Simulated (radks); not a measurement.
Neutral gold, configuration [Xe] 4f13.5 5d9 6s2 6p0.5 (fractional occupations, a model configuration). All-electron calculation, non-relativistic Kohn-Sham, r2SCAN, spin-polarised, spherical densities, point nucleus; open shells are filled with parallel spins first (spin-orbit coupling, left out, can overturn this in heavy ions); meta-GGA in the generalised Kohn-Sham scheme; relativity is left out, which matters for an element this heavy. Program: a radial shooting solver on a logarithmic mesh with Libxc functionals.

Unscreened Slater integrals over Kohn-Sham orbitals (eV). They are taken over the spin-up orbitals.

integral     value
F0(6p,6p)   6.0324
F2(6p,6p)   3.1404
F0(6p,6s)   6.8277
G1(6p,6s)   4.2350
F0(6p,5d)   7.7418
F2(6p,5d)   1.9287
G1(6p,5d)  0.72079
G3(6p,5d)  0.58234
F0(6p,5p)   7.8856
F2(6p,5p)   1.3734
G0(6p,5p)  0.20711
G2(6p,5p)  0.27489
F0(6s,6s)   8.1012
F0(6s,5d)   9.9763
G2(6s,5d)   1.5256
F0(6s,5p)   10.291
G1(6s,5p)  0.55340
F0(5d,5d)   16.950
F2(5d,5d)   8.7529
F4(5d,5d)   5.7947
F0(5d,5p)   19.045
F2(5d,5p)   9.6269
G1(5d,5p)   11.900
G3(5d,5p)   7.3701
F0(5p,5p)   22.182
F2(5p,5p)   11.984

Derived for the open shells (J is the average intra-shell exchange parameter used in DFT+U). 5d: Racah B = F2/49 - 5 F4/441 = 0.1129 eV, C = 35 F4/441 = 0.4599 eV, C/B = 4.07, F4/F2 = 0.662, J = (F2 + F4)/14 = 1.039 eV. 6p: J = F2/5 = 0.6281 eV.
